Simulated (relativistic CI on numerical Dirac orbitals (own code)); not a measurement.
Method of calculation: Dirac-Coulomb-Breit CI, separate exchange-only KLI orbitals for each configuration, QED by a radiative potential, unscaled Slater integrals (own radial code, finite nucleus).

Configuration list (outside the closed core [Ar] 3d10): 4s2 4p4, 4s 4p5, 4s2 4p3 4d, 4p6, 4s 4p4 4d, 4s2 4p3 4f, 4s 4p4 4f, 4p5 4d, 4s 4p3 4d2, 4s2 4p2 4d 4f, 4p5 4f, 4s2 4p3 5s, 4p4 4d 4f, 4p5 5s, 4s2 4p3 5p, 4s 4p3 4f2, 4s 4p3 4d 5s, 4s 4p4 5s, 4s2 4p2 4f 5s, 4s2 4p3 5d, 4s 4p4 5p, 4s2 4p3 5f, 4s2 4p3 5g, 4s 4p4 5d, 4p4 4f 5s, 4s2 4p3 6s, 4s 4p4 5f, 4s2 4p2 4d2, 4s2 4p 4d3, 4s 4p2 4d3, 4s2 4p 4d2 4f, 4s 4p2 4d2 4f, 4s2 4p 4d2 5s, 4p4 4d2, 4p3 4d3, 4p3 4d2 4f, 4p3 4d2 5s, 4s2 4p2 4d 5s, 4s 4p2 4d2 5s, 4s2 4p 4d 4f 5s, 4s 4p2 4d 4f 5s, 4s2 4p 4d 5s2, 4p4 4d 5s, 4p3 4d 4f 5s, 4p3 4d 5s2, 4s2 4p2 5s2, 4s 4p2 4d 5s2, 4s2 4p 4f 5s2, 4s 4p2 4f 5s2. Double excitations out of closed p, d and f shells are left out; levels of such configurations are missing from the list, as are those of other unlisted configurations, and high levels can miss mixing partners. These lack a partner that the ground configuration has and come out too high: 4s2 4p3 5p, 4s2 4p3 5d, 4s 4p4 5p, 4s2 4p3 5f, 4s2 4p3 5g.

At this charge energies of transitions that change n are usually good to better than 1 %, and those within a shell (Δn = 0) to a few per cent.

Outline of the computed level scheme of Sm XXIX. Lowest level of each configuration: 4s2 4p4 3P_2 at 0.000 eV; 4s 4p5 3P°_2 at 101.036 eV; 4s2 4p3 4d 3F°_2 at 110.875 eV.

Some strong electric-dipole decays among the lowest 45 levels: 4s2 4p3 4d 3P°_0 → 4s2 4p4 3P_1 (8.5e+11 s⁻¹); 4s2 4p3 4d 3D°_3 → 4s2 4p4 3P_2 (8.2e+11 s⁻¹); 4s2 4p3 4d 3P°_2 → 4s2 4p4 3P_2 (6.4e+11 s⁻¹); 4s2 4p3 4d 3P°_1 → 4s2 4p4 3P_1 (5.5e+11 s⁻¹); 4s2 4p3 4d 3S°_1 → 4s2 4p4 3P_2 (4.2e+11 s⁻¹); 4s2 4p3 4d 3S°_1 → 4s2 4p4 1S_0 (4.0e+11 s⁻¹); 4s2 4p3 4d 1D°_2 → 4s2 4p4 3P_1 (4.0e+11 s⁻¹); 4s2 4p3 4d 3D°_2 → 4s2 4p4 1D_2 (3.6e+11 s⁻¹).

LS names give the leading component of a level, which can be under half, so a name can repeat, a term be missing and a line seem to break the LS rules.
